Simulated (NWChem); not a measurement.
System: MgH₂; SMILES [MgH2]

```xyz
3

Mg     0.0000     0.0000     0.0000
H      0.0000     0.0000    -1.7125
H      0.0000     0.0000     1.7125
```
Atoms are numbered in this order, from 1.

Computed with NWChem. Geometry optimised at B3LYP/6-31G*; all other runs use it. Pople sets run with spherical d functions. Vzz has the sign of the potential's second derivative.

```json
[
 {"quantity": "vertical, lowest excitation, singlet (eV)", "level": "B3LYP/aug-cc-pVDZ, TDA", "value": "(withheld)"},
 {"quantity": "Vzz Mg1 (a.u.)", "level": "PBE/cc-pVTZ", "value": "-0.978"},
 {"quantity": "anisotropy (bohr³), static", "level": "PBE0/6-31+G*", "value": "7.3"},
 {"quantity": "−ε(HOMO) (eV)", "level": "B3LYP/def2-TZVP", "value": "(withheld)"},
 {"quantity": "highest harmonic frequency (cm⁻¹)", "level": "B3LYP/6-31G*", "value": "1632"}
]
```

Task: Some entries are withheld; supply them.

Result: 
- vertical, lowest excitation, singlet (eV), value: 5.15
- −ε(HOMO) (eV), value: 7.05
